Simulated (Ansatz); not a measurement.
hafnium atom (Hf), triplet (core potentials on Hf); Ansatz (an electronic-structure program) with HF/def2-TZVP.

Here is a job for Ansatz.
Ansatz 0.2 input:
```yaml
crystal:
  periodic: [false, false, false]
  atoms:
    - {symbol: Hf, position_ang: [0.00000000, 0.00000000, 0.00000000]}
basis:
  gaussian:
    orbitals: def2-TZVP
hamiltonian:
  xc: hf
magnetization: {spin_polarized: true, initial_magnetization: 2}
```

What the program printed (banner, timings and long lists left out):

```
Functional definition: HF
221 factors; integrals over basis functions are off by at most 2.0e-4 eV
mean field evaluation 1: about -1288.1379 eV, gradient 6.2e0 eV
mean field evaluation 2: about -1288.1384 eV, gradient 6.2e0 eV
mean field evaluation 4: about -1288.8546 eV, gradient 1.0e0 eV
mean field evaluation 8: about -1288.9117 eV, gradient 3.1e-1 eV
mean field evaluation 16: about -1288.9455 eV, gradient 2.1e-5 eV
mean field evaluation 32: about -1288.7570 eV, gradient 9.3e-1 eV
mean field evaluation 64: about -1288.6996 eV, gradient 7.1e-1 eV
mean field evaluation 96: about -1288.8047 eV, gradient 5.5e-1 eV
mean field evaluation 128: about -1288.9358 eV, gradient 1.7e-1 eV
mean field evaluation 160: about -1288.5342 eV, gradient 6.6e-1 eV
mean field evaluation 192: about -1288.9440 eV, gradient 2.3e-1 eV
mean field evaluation 224: about -1288.7760 eV, gradient 1.7e-1 eV
mean field evaluation 256: about -1288.9455 eV, gradient 2.0e-3 eV
mean field evaluation 288: about -1288.9328 eV, gradient 9.9e-1 eV
mean field -1288.94545247 eV, -47.3678716996 hartree, gradient 2.1e-5 eV, S^2 2.014312; 4 other end points of the search recorded, 0 dependent functions left out
reference -1288.94545247 eV, -47.3678716996 hartree; 7, 5 occupied and 33, 35 virtual orbitals, 221 factors
Total energy: -1288.94545247 eV, -47.3678716996 hartree
```
